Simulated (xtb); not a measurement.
GeH₄S, SMILES [SH][GeH3]. All values are semi-empirical tight-binding results from xtb (GFN2-xTB unless named), good for trends rather than for accurate numbers. Geometry optimised at GFN2-xTB.

Optimised geometry:

Bonded distances (Å): Ge1–S2 2.194, Ge1–H3 1.501, Ge1–H4 1.492, Ge1–H5 1.501, S2–H6 1.327. Angles (°): S2–Ge1–H3 110.8, S2–Ge1–H4 107.1, S2–Ge1–H5 110.7, H3–Ge1–H4 109.8, H3–Ge1–H5 108.7, H4–Ge1–H5 109.7, Ge1–S2–H6 94.3.

For metal compounds this method's bond lengths and energies can be far off.

Computed properties:
```yaml
point_group_as_xtb_finds_it: Cs
orbital_gap: 5.38 eV
zero_point_energy: 18.8 kcal/mol
G − E(el) at 298.15 K (modified RRHO): 1.7 kcal/mol
```

Computed atomic charges and the Wiberg bond orders between heavy atoms:
charges (e) Ge1 0.15, S2 -0.28, H3 -0.01, H4 -0.01, H5 -0.01, H6 0.17. Bond orders Ge1–S2 1.08.
